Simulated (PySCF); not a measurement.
**Sb(2+) (antimony, charge +2) across methods**

[Kr] 4d10 5s2 5p1, 2P determinant. Computed with PySCF 2.14 in aug-cc-pwCVTZ-PP with ECP28MDF (8s7p6d4f1g, 96 functions), with a scalar-relativistic core potential.

| method | E (hartree) | mean ε 5s α (eV) | mean ε 5s β (eV) | mean ε 5p α (eV) | Σ⟨r²⟩ (bohr²) | ⟨S²⟩ |
| --- | --- | --- | --- | --- | --- | --- |
| HSE06 | -239.2824 | -30.717 | -29.663 | -21.244 | 35.65 | 0.752 |
| LDA | -238.8928 | -30.187 | -29.512 | -20.594 | 35.60 | 0.751 |
| r2SCAN | -239.3626 | -30.174 | -29.184 | -20.902 | 35.54 | 0.754 |
| TPSS | -239.1841 | -29.819 | -28.872 | -20.605 | 35.62 | 0.752 |
| M06-L | -239.4566 | -29.696 | -28.893 | -20.355 | 35.56 | 0.751 |
| PBE0 | -239.2844 | -31.114 | -29.980 | -21.671 | 35.64 | 0.752 |
| PBE | -239.2746 | -29.817 | -29.037 | -20.510 | 35.63 | 0.751 |
| PW91 | -239.3645 | -29.922 | -29.141 | -20.578 | 35.61 | 0.751 |

Task: Estimate the same row for UHF.

Result: E (hartree) = -238.37478; mean ε 5s α (eV) = -34.068; mean ε 5s β (eV) = -31.700; mean ε 5p α (eV) = -24.458; Σ⟨r²⟩ (bohr²) = 36.07; ⟨S²⟩ = 0.759.

Energies and moments cover only the electrons outside the core potential.
